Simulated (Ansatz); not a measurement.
CH5NO2Sn can be A, `[NH2][SnH]([OH])[CH]=O`, or B, `O=C[NH][SnH2][OH]`.

Gas-phase electronic energies from Ansatz, PBE0-D4/def2-TZVP geometries. CCSD(T)/CBS is the MP2 limit (def2-TZVPP, def2-QZVPP) plus CCSD(T) − MP2 in def2-TZVPP, frozen cores. DFT in def2-TZVPP. B3LYP here is the variant with VWN-RPA as its local correlation; programs differ in this. Elements past krypton have def2 core potentials. For Sn outer-core shells are correlated without core-valence functions, which leaves a few kJ/mol of doubt a bond. Each species was taken in one conformer, which may not be the lowest.

A:

Z-matrix (Å, degrees):
```
Sn
O 1 1.967
C 1 2.208 2 99.6
N 1 2.017 2 111.8 3 115.0
H 1 1.705 2 109.6 3 -125.6
H 2 0.963 1 110.0 3 1.7
O 3 1.200 1 117.8 2 -3.4
H 3 1.114 1 122.0 2 175.3
H 4 1.012 1 113.7 2 -39.6
H 4 1.012 1 113.7 2 84.3
```

B:

```xyz
10

O     0.7656   -1.3395    0.8455
C     0.2959   -0.4213    1.5035
N    -0.1525    0.6959    0.9216
Sn    0.0576    0.5544   -1.1332
O    -0.9335   -1.0205   -1.7181
H     0.2239   -0.4737    2.6034
H    -0.5711    1.4110    1.4952
H    -0.8056    1.8815   -1.7593
H     1.7127    0.5023   -1.5084
H    -0.5930   -1.7900   -1.2502
```

(1) Which is lower in electronic energy at CCSD(T)/CBS, and by how much? (Estimate.)

(2) Give E(B) − E(A) in kcal/mol with MP2/def2-TZVPP, PBE0-D4, ωB97M-V, PBE-D4, CCSD/def2-TZVPP, CCSD(T)/def2-TZVPP, B3LYP. (Estimate.)

Largest T1 diagnostic: 0.016.

Results:

(1) The calculation gave: B, by 22.4 kcal/mol.

(2) Computed: MP2/def2-TZVPP -23.8, PBE0-D4 -25.2, ωB97M-V -24.3, PBE-D4 -23.8, CCSD/def2-TZVPP -23.0, CCSD(T)/def2-TZVPP -23.0, B3LYP -22.8. None reverses the order clearly.

In def2-TZVPP, CCSD(T) changes the Hartree–Fock value by +2.8 kcal/mol (the triples alone add −0.0 kcal/mol) and MP2 by +2.0 kcal/mol. The D4 term adds −0.7 kcal/mol with B3LYP and −0.3 kcal/mol with PBE0; it sums over pairs of atoms, weighted by their polarisabilities, and B3LYP, whose exchange is more repulsive, gets the larger term.
